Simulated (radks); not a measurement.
Charge is removed step by step from the 6s down level of neutral cerium, starting from [Xe] 4f1 5d1 6s(up 1, down 1). Calculated with a radial shooting solver on a logarithmic mesh with Libxc functionals: non-relativistic Kohn-Sham, PBE, spin-polarised, spherical densities, point nucleus; open shells are filled with parallel spins first (spin-orbit coupling, left out, can overturn this in heavy ions); relativity is left out, which matters for an element this heavy.

removed (e),E - E(0) (eV),eigenvalue (eV)
0,0.000,-3.358
0.1,0.355,-3.751
0.2,0.750,-4.147
0.3,1.185,-4.547
0.4,1.660,-4.950
0.5,2.175,-5.357
0.6,2.731,-5.771
0.7,3.329,-6.192
0.8,3.970,-6.621
0.9,4.653,-7.035

The mean slope of the eigenvalue, de/dn, is 4.09 eV per electron.
